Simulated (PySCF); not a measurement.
B(F)(OMe)(OSiH3) (CH6BFO2Si), SMILES COB(F)O[SiH3]. Coordinates come from a PBE-D3(BJ)/def2-SVP optimisation. This is a generated structure with no PubChem entry under its InChIKey; it may be hypothetical. One conformer was computed; it need not be the lowest.

Give the equilibrium geometry at PBE-D3(BJ)/def2-SVP (PySCF confirms it by a frequency run) as a Z-matrix. (Estimate from the structure and the level; the computed values follow.)

Several could match; the one computed here: 
```
O
B 1 1.3647
F 2 1.3451 1 121.18
O 2 1.3634 3 118.86 1 179.99
C 1 1.4202 2 123.06 3 -0.02
H 5 1.1093 1 111.93 2 0.33
H 5 1.1097 6 108.96 1 -121.04
H 5 1.1097 6 108.95 7 -117.89
Si 4 1.6955 2 126.51 3 -179.99
H 9 1.4985 4 105.96 2 -179.97
H 9 1.5021 10 109.83 4 -119.48
H 9 1.5021 10 109.83 11 -121.05
```
Charge 0, spin multiplicity 1.
